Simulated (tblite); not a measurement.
Record of a relaxation.

Compound: C4H8BClO.
SMILES with atom numbers: `[CH3:1][O:2]/[CH:3]=[C:4](\[CH3:5])[BH:6][Cl:7]` (hydrogens: H8, H9, H10 on C1; H11 on C3; H12, H13, H14 on C5; H15 on B6)

Computed with GFN2-xTB (tblite), gas phase: L-BFGS steps from a force-field or distance-geometry start until the largest atomic force falls under 0.01 eV/Å. 8 of its 82 geometries are shown.

Step 0: E = -611.2000 eV, largest atomic force 2.591 eV/Å
```
atom  x, y, z in Å  |  force x, y, z in eV/Å
C1      2.544   -0.153   -0.201   -0.181  -0.297   0.126
O2      1.176   -0.527   -0.003    0.899   1.070  -0.137
C3      0.253    0.496   -0.081    0.119  -0.488  -0.215
C4     -1.021    0.158    0.098   -0.522  -0.659   0.081
C5     -1.247   -1.312    0.400   -1.403   0.015  -0.694
B6     -2.208    1.167    0.041    1.516   1.974  -0.720
Cl7    -2.390    2.054   -1.571   -0.167  -0.960   1.555
H8      3.154   -1.075   -0.091   -0.485   0.463  -0.031
H9      2.857    0.566    0.587   -0.092  -0.206  -0.637
H10     2.689    0.232   -1.233    0.003   0.057   0.638
H11     0.517    1.523   -0.298    0.525  -0.228  -0.022
H12    -2.250   -1.549   -0.041    0.694  -0.175   0.752
H13    -0.515   -1.915   -0.135   -0.008   0.039   0.328
H14    -1.220   -1.499    1.480   -0.067  -0.079  -0.441
H15    -2.343    1.841    1.026   -0.831  -0.524  -0.582
```

Step 12: E = -611.9032 eV, largest atomic force 0.309 eV/Å
```
atom  x, y, z in Å  |  force x, y, z in eV/Å
C1      2.596   -0.127   -0.207   -0.173  -0.081   0.016
O2      1.264   -0.536   -0.001    0.003  -0.052   0.002
C3      0.301    0.423   -0.119    0.051  -0.015  -0.001
C4     -0.997    0.159    0.081    0.090  -0.125  -0.033
C5     -1.338   -1.288    0.382   -0.218  -0.049  -0.032
B6     -2.076    1.297    0.033    0.210  -0.027   0.152
Cl7    -2.425    2.035   -1.448    0.011   0.072  -0.079
H8      3.188   -1.038   -0.096    0.056   0.157  -0.044
H9      2.913    0.617    0.533   -0.033  -0.059   0.011
H10     2.730    0.294   -1.208    0.049  -0.042  -0.023
H11     0.679    1.411   -0.338   -0.092   0.193  -0.039
H12    -2.326   -1.583    0.025    0.006   0.257   0.013
H13    -0.609   -1.933   -0.104    0.042   0.045   0.095
H14    -1.306   -1.474    1.453    0.031   0.012   0.070
H15    -2.599    1.753    0.991   -0.034  -0.287  -0.109
```

Step 23: E = -612.0290 eV, largest atomic force 0.275 eV/Å
```
atom  x, y, z in Å  |  force x, y, z in eV/Å
C1      2.654   -0.110   -0.234   -0.052   0.024  -0.027
O2      1.331   -0.572   -0.053    0.106   0.008  -0.009
C3      0.371    0.382   -0.159    0.085   0.011  -0.006
C4     -0.925    0.164    0.088    0.048  -0.117  -0.031
C5     -1.406   -1.220    0.442   -0.061  -0.184   0.052
B6     -2.041    1.224    0.024   -0.086   0.038  -0.038
Cl7    -2.282    2.171   -1.364    0.109   0.159   0.038
H8      3.315   -0.978   -0.127   -0.184   0.203  -0.020
H9      2.908    0.649    0.522    0.013  -0.172  -0.133
H10     2.773    0.329   -1.236    0.067  -0.087   0.156
H11     0.728    1.373   -0.408    0.008   0.126  -0.054
H12    -2.418   -1.353    0.076   -0.119  -0.087  -0.043
H13    -0.769   -1.973   -0.010    0.100  -0.006   0.026
H14    -1.427   -1.380    1.517    0.095   0.049   0.105
H15    -2.816    1.302    0.899   -0.130   0.035  -0.016
```

Step 35: E = -612.1908 eV, largest atomic force 0.272 eV/Å
```
atom  x, y, z in Å  |  force x, y, z in eV/Å
C1      2.633   -0.098   -0.266   -0.015  -0.071   0.022
O2      1.292   -0.512   -0.118   -0.050  -0.005   0.001
C3      0.303    0.399   -0.231    0.005  -0.002   0.015
C4     -0.995    0.109    0.017    0.109  -0.030   0.222
C5     -1.377   -1.271    0.511   -0.049  -0.050   0.050
B6     -2.079    1.200   -0.036   -0.007  -0.034  -0.121
Cl7    -1.858    2.564   -1.058   -0.041  -0.092   0.235
H8      3.235   -0.997   -0.144   -0.015  -0.033   0.030
H9      2.928    0.626    0.498   -0.095   0.072   0.065
H10     2.849    0.324   -1.250   -0.189   0.069  -0.094
H11     0.590    1.415   -0.494    0.059  -0.124  -0.097
H12    -2.392   -1.517    0.203    0.080   0.017  -0.022
H13    -0.700   -2.046    0.160    0.048   0.153  -0.110
H14    -1.353   -1.293    1.601   -0.002   0.061   0.014
H15    -3.081    1.106    0.584    0.160   0.069  -0.209
```

Step 46: E = -612.2696 eV, largest atomic force 0.061 eV/Å
```
atom  x, y, z in Å  |  force x, y, z in eV/Å
C1      2.590   -0.100   -0.278    0.020   0.003   0.007
O2      1.268   -0.555   -0.103    0.006   0.000   0.020
C3      0.295    0.360   -0.247   -0.006  -0.001  -0.009
C4     -0.999    0.108    0.050   -0.008  -0.015   0.017
C5     -1.351   -1.262    0.574    0.010  -0.030   0.004
B6     -2.072    1.191   -0.090    0.020  -0.026  -0.021
Cl7    -1.665    2.731   -0.708   -0.016   0.045  -0.006
H8      3.232   -0.971   -0.167    0.012  -0.018  -0.023
H9      2.849    0.637    0.489    0.020   0.024  -0.015
H10     2.741    0.343   -1.268   -0.038  -0.011   0.010
H11     0.598    1.329   -0.630    0.021   0.048   0.023
H12    -2.349   -1.552    0.258   -0.003   0.011  -0.008
H13    -0.629   -1.990    0.214   -0.020  -0.055   0.017
H14    -1.327   -1.268    1.664   -0.003   0.016  -0.007
H15    -3.187    1.009    0.221   -0.013   0.009  -0.008
```

Step 58: E = -612.2748 eV, largest atomic force 0.052 eV/Å
```
atom  x, y, z in Å  |  force x, y, z in eV/Å
C1      2.596   -0.096   -0.287   -0.007   0.004   0.010
O2      1.282   -0.549   -0.057    0.008   0.021  -0.003
C3      0.303    0.357   -0.224    0.014   0.012   0.026
C4     -0.995    0.100    0.046    0.024  -0.017   0.006
C5     -1.361   -1.266    0.577   -0.013   0.015   0.001
B6     -2.067    1.182   -0.114    0.022  -0.047   0.004
Cl7    -1.655    2.749   -0.659    0.008   0.006  -0.015
H8      3.248   -0.963   -0.196   -0.021  -0.018  -0.030
H9      2.888    0.649    0.460   -0.002   0.024  -0.001
H10     2.698    0.341   -1.285    0.014  -0.017  -0.005
H11     0.608    1.331   -0.596   -0.003  -0.005   0.009
H12    -2.363   -1.545    0.263    0.003   0.011  -0.005
H13    -0.653   -2.017    0.236   -0.002   0.038   0.008
H14    -1.342   -1.247    1.667   -0.003  -0.039   0.003
H15    -3.192    0.980    0.145   -0.042   0.012  -0.008
```

Step 69: E = -612.2778 eV, largest atomic force 0.029 eV/Å
```
atom  x, y, z in Å  |  force x, y, z in eV/Å
C1      2.600   -0.093   -0.299    0.003  -0.003   0.004
O2      1.290   -0.531   -0.017    0.006   0.003  -0.009
C3      0.307    0.369   -0.182   -0.002  -0.005  -0.001
C4     -0.992    0.102    0.074    0.002  -0.003   0.002
C5     -1.365   -1.268    0.586   -0.008   0.005  -0.008
B6     -2.068    1.174   -0.126   -0.005  -0.006   0.028
Cl7    -1.641    2.741   -0.660   -0.005   0.021  -0.016
H8      3.241   -0.969   -0.223    0.000   0.004  -0.003
H9      2.926    0.658    0.428   -0.008   0.001  -0.006
H10     2.676    0.329   -1.306   -0.019  -0.015   0.012
H11     0.606    1.346   -0.551    0.009  -0.001   0.013
H12    -2.365   -1.535    0.253    0.007  -0.015   0.003
H13    -0.656   -2.015    0.238    0.001   0.018   0.004
H14    -1.360   -1.275    1.676    0.007   0.004  -0.013
H15    -3.204    0.972    0.087    0.012  -0.006  -0.011
```

Step 81: E = -612.2785 eV, largest atomic force 0.009 eV/Å
```
atom  x, y, z in Å  |  force x, y, z in eV/Å
C1      2.596   -0.096   -0.302    0.003   0.000   0.001
O2      1.289   -0.531   -0.005   -0.001   0.003  -0.007
C3      0.309    0.373   -0.165    0.000   0.006   0.003
C4     -0.992    0.107    0.083   -0.003  -0.002  -0.006
C5     -1.363   -1.267    0.584    0.000  -0.002   0.000
B6     -2.067    1.177   -0.125   -0.004   0.002   0.005
Cl7    -1.646    2.743   -0.674    0.000  -0.008   0.005
H8      3.239   -0.972   -0.228    0.000  -0.005   0.006
H9      2.930    0.660    0.415    0.002   0.004   0.002
H10     2.660    0.318   -1.313   -0.005  -0.006  -0.004
H11     0.613    1.354   -0.521    0.004   0.001  -0.001
H12    -2.359   -1.541    0.246   -0.003   0.004  -0.006
H13    -0.647   -2.006    0.235    0.005  -0.001   0.002
H14    -1.362   -1.280    1.673    0.002   0.003   0.003
H15    -3.204    0.970    0.076   -0.003  -0.001   0.000
```

**Question.** Summarise the path.

**Answer.** The energy falls by 104.06 kJ/mol from step 0 to step 81; nine tenths of that is first reached at step 34. It falls at every step. The largest force goes from 2.591 to 0.009 eV/Å. Among the bonds B6–Cl7 changes most, from 1.849 to 1.711 Å; the atoms move by 0.573 Å rms after alignment.

**Question.** Follow the three bonds and two angles with the largest change from start to end.

**Answer.** 
```json
{"step": "0", "E above end (kJ/mol)": "104.06", "largest force (eV/Å)": "2.591", "B6–Cl7 (Å)": "1.849", "O2–C3 (Å)": "1.381", "C5–H12 (Å)": "1.122", "C4–B6–H15 (°)": "114.8", "O2–C3–H11 (°)": "123.4"}
{"step": "4", "E above end (kJ/mol)": "46.08", "largest force (eV/Å)": "0.587", "B6–Cl7 (Å)": "1.680", "O2–C3 (Å)": "1.362", "C5–H12 (Å)": "1.093", "C4–B6–H15 (°)": "120.4", "O2–C3–H11 (°)": "119.0"}
{"step": "7", "E above end (kJ/mol)": "41.80", "largest force (eV/Å)": "0.327", "B6–Cl7 (Å)": "1.701", "O2–C3 (Å)": "1.359", "C5–H12 (Å)": "1.084", "C4–B6–H15 (°)": "123.4", "O2–C3–H11 (°)": "118.7"}
{"step": "11", "E above end (kJ/mol)": "37.31", "largest force (eV/Å)": "0.338", "B6–Cl7 (Å)": "1.696", "O2–C3 (Å)": "1.363", "C5–H12 (Å)": "1.089", "C4–B6–H15 (°)": "123.8", "O2–C3–H11 (°)": "115.3"}
{"step": "14", "E above end (kJ/mol)": "33.79", "largest force (eV/Å)": "0.291", "B6–Cl7 (Å)": "1.690", "O2–C3 (Å)": "1.366", "C5–H12 (Å)": "1.089", "C4–B6–H15 (°)": "124.8", "O2–C3–H11 (°)": "113.4"}
{"step": "18", "E above end (kJ/mol)": "28.29", "largest force (eV/Å)": "0.349", "B6–Cl7 (Å)": "1.705", "O2–C3 (Å)": "1.365", "C5–H12 (Å)": "1.089", "C4–B6–H15 (°)": "122.9", "O2–C3–H11 (°)": "115.7"}
{"step": "21", "E above end (kJ/mol)": "25.78", "largest force (eV/Å)": "0.175", "B6–Cl7 (Å)": "1.696", "O2–C3 (Å)": "1.362", "C5–H12 (Å)": "1.089", "C4–B6–H15 (°)": "120.6", "O2–C3–H11 (°)": "116.3"}
{"step": "25", "E above end (kJ/mol)": "22.80", "largest force (eV/Å)": "0.373", "B6–Cl7 (Å)": "1.700", "O2–C3 (Å)": "1.354", "C5–H12 (Å)": "1.083", "C4–B6–H15 (°)": "118.7", "O2–C3–H11 (°)": "114.8"}
{"step": "28", "E above end (kJ/mol)": "20.37", "largest force (eV/Å)": "0.337", "B6–Cl7 (Å)": "1.699", "O2–C3 (Å)": "1.354", "C5–H12 (Å)": "1.097", "C4–B6–H15 (°)": "119.0", "O2–C3–H11 (°)": "115.6"}
{"step": "32", "E above end (kJ/mol)": "13.12", "largest force (eV/Å)": "0.567", "B6–Cl7 (Å)": "1.736", "O2–C3 (Å)": "1.345", "C5–H12 (Å)": "1.085", "C4–B6–H15 (°)": "119.7", "O2–C3–H11 (°)": "115.4"}
{"step": "35", "E above end (kJ/mol)": "8.46", "largest force (eV/Å)": "0.272", "B6–Cl7 (Å)": "1.719", "O2–C3 (Å)": "1.349", "C5–H12 (Å)": "1.089", "C4–B6–H15 (°)": "121.5", "O2–C3–H11 (°)": "117.2"}
{"step": "39", "E above end (kJ/mol)": "3.43", "largest force (eV/Å)": "0.267", "B6–Cl7 (Å)": "1.716", "O2–C3 (Å)": "1.345", "C5–H12 (Å)": "1.087", "C4–B6–H15 (°)": "122.1", "O2–C3–H11 (°)": "118.2"}
{"step": "42", "E above end (kJ/mol)": "1.60", "largest force (eV/Å)": "0.168", "B6–Cl7 (Å)": "1.717", "O2–C3 (Å)": "1.346", "C5–H12 (Å)": "1.087", "C4–B6–H15 (°)": "122.4", "O2–C3–H11 (°)": "117.0"}
{"step": "46", "E above end (kJ/mol)": "0.85", "largest force (eV/Å)": "0.061", "B6–Cl7 (Å)": "1.709", "O2–C3 (Å)": "1.344", "C5–H12 (Å)": "1.086", "C4–B6–H15 (°)": "122.2", "O2–C3–H11 (°)": "116.3"}
{"step": "49", "E above end (kJ/mol)": "0.73", "largest force (eV/Å)": "0.061", "B6–Cl7 (Å)": "1.711", "O2–C3 (Å)": "1.344", "C5–H12 (Å)": "1.086", "C4–B6–H15 (°)": "122.2", "O2–C3–H11 (°)": "116.2"}
{"step": "53", "E above end (kJ/mol)": "0.60", "largest force (eV/Å)": "0.049", "B6–Cl7 (Å)": "1.712", "O2–C3 (Å)": "1.343", "C5–H12 (Å)": "1.086", "C4–B6–H15 (°)": "122.3", "O2–C3–H11 (°)": "116.3"}
{"step": "56", "E above end (kJ/mol)": "0.46", "largest force (eV/Å)": "0.046", "B6–Cl7 (Å)": "1.710", "O2–C3 (Å)": "1.344", "C5–H12 (Å)": "1.086", "C4–B6–H15 (°)": "122.1", "O2–C3–H11 (°)": "116.5"}
{"step": "60", "E above end (kJ/mol)": "0.31", "largest force (eV/Å)": "0.043", "B6–Cl7 (Å)": "1.710", "O2–C3 (Å)": "1.344", "C5–H12 (Å)": "1.087", "C4–B6–H15 (°)": "121.8", "O2–C3–H11 (°)": "116.2"}
{"step": "63", "E above end (kJ/mol)": "0.24", "largest force (eV/Å)": "0.046", "B6–Cl7 (Å)": "1.711", "O2–C3 (Å)": "1.343", "C5–H12 (Å)": "1.086", "C4–B6–H15 (°)": "122.2", "O2–C3–H11 (°)": "116.3"}
{"step": "67", "E above end (kJ/mol)": "0.11", "largest force (eV/Å)": "0.044", "B6–Cl7 (Å)": "1.709", "O2–C3 (Å)": "1.344", "C5–H12 (Å)": "1.086", "C4–B6–H15 (°)": "122.4", "O2–C3–H11 (°)": "116.3"}
{"step": "70", "E above end (kJ/mol)": "0.05", "largest force (eV/Å)": "0.024", "B6–Cl7 (Å)": "1.710", "O2–C3 (Å)": "1.343", "C5–H12 (Å)": "1.087", "C4–B6–H15 (°)": "122.4", "O2–C3–H11 (°)": "116.3"}
{"step": "74", "E above end (kJ/mol)": "0.03", "largest force (eV/Å)": "0.024", "B6–Cl7 (Å)": "1.711", "O2–C3 (Å)": "1.343", "C5–H12 (Å)": "1.086", "C4–B6–H15 (°)": "122.4", "O2–C3–H11 (°)": "116.3"}
{"step": "77", "E above end (kJ/mol)": "0.01", "largest force (eV/Å)": "0.016", "B6–Cl7 (Å)": "1.711", "O2–C3 (Å)": "1.343", "C5–H12 (Å)": "1.087", "C4–B6–H15 (°)": "122.1", "O2–C3–H11 (°)": "116.2"}
{"step": "81", "E above end (kJ/mol)": "0.00", "largest force (eV/Å)": "0.009", "B6–Cl7 (Å)": "1.711", "O2–C3 (Å)": "1.343", "C5–H12 (Å)": "1.086", "C4–B6–H15 (°)": "122.2", "O2–C3–H11 (°)": "116.3"}
```

The cost below is that of the whole relaxation. On one thread, Arm Neoverse V1 (aarch64), no GPU (shared host), this took 0.54 s wall.
